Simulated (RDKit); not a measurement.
Job for RDKit: UFF on H2Se (SMILES [SeH2]).

```python
from rdkit import Chem
from rdkit.Chem import AllChem, rdDetermineBonds

blocks = [
'''3

Se    0.48794727   -0.17006333    3.34786786
H     0.44624067   -1.56909381    2.91022774
H     0.74637511   -0.55461057    4.74624586
''',
]
mol = None
for b in blocks:
    f = Chem.MolFromXYZBlock(b)
    rdDetermineBonds.DetermineBonds(f, charge=0)
    mol = f if mol is None else Chem.CombineMols(mol, f)
Chem.SanitizeMol(mol)
print(Chem.MolToSmiles(Chem.RemoveHs(mol)))
ff = AllChem.UFFGetMoleculeForceField(mol, vdwThresh=100.0, ignoreInterfragInteractions=False)
e = ff.CalcEnergy()
print(f'UFF energy {e:.6f} kcal/mol')
```

Output:

```
[SeH2]
UFF energy 1.624046 kcal/mol
```

The run finished.

Cost: roughly 0.04 core-seconds.
